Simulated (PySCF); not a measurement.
**Mg²⁺ (magnesium, charge +2) across methods**

[Ne], closed-shell 1S. Computed with PySCF 2.14 in aug-cc-pVTZ with one added diffuse shell each of s, p, d, f type (7s6p4d3f, 66 functions), with no relativity, point nucleus.

```
   method  E (hartree)  mean ε 1s (eV)  mean ε 2s (eV)  mean ε 2p (eV)  Σ⟨r²⟩ (bohr²)   ⟨S²⟩
   r2SCAN    -199.2169         -1287.8         -102.83         -68.243          4.761  0.000
      LDA    -198.2813         -1272.4         -99.331         -67.092          4.819  0.000
    B97-3    -199.2211         -1299.5         -106.23         -71.292          4.764  0.000
     PBE0    -199.1298         -1298.0         -105.76         -71.018          4.776  0.000
      UHF   -198.82948         -1354.5         -122.05         -81.850          4.722  0.000
   B2PLYP    -199.1269         -1320.1         -111.89         -75.237          4.763  0.000
      PBE    -199.1053         -1279.1         -99.917         -67.026          4.805  0.000
     MN15    -199.1589         -1277.5         -103.50         -72.152          4.811  0.000
CAM-B3LYP    -199.2230         -1297.3         -106.71         -72.531          4.798  0.000
```
